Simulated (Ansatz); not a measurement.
C2H5BO2, SMILES `COBC=O` at its PBE0-D4/def2-TZVP geometry, where that method's forces vanish. Total charge 0; spin multiplicity 1.

```xyz
10

C     1.6570    0.1471    0.5430
O     0.2421    0.1899    0.5620
B    -0.5053   -0.1576   -0.4897
C    -2.0877   -0.0474   -0.2881
O    -2.8766   -0.3314   -1.1592
H     1.9960   -0.5277    1.3305
H     2.0288   -0.1983   -0.4246
H     2.0387    1.1484    0.7486
H    -0.0220   -0.5297   -1.5221
H    -2.4711    0.3068    0.6996
```

Q: What forces (eV/Å) does r2SCAN-D4/def2-TZVPP give on these atoms in Ansatz 0.2.0? (An estimate is asked.)

A: Computed: 
```
C1   0.373 -0.011 -0.006
O2  -0.205  0.064  0.171
B3  -0.119 -0.066 -0.198
C4   0.330  0.072  0.231
O5  -0.311 -0.107 -0.331
H6  -0.013  0.017 -0.009
H7  -0.005  0.006  0.015
H8  -0.014 -0.018  0.003
H9  -0.005  0.008  0.022
H10 -0.031  0.036  0.101
```
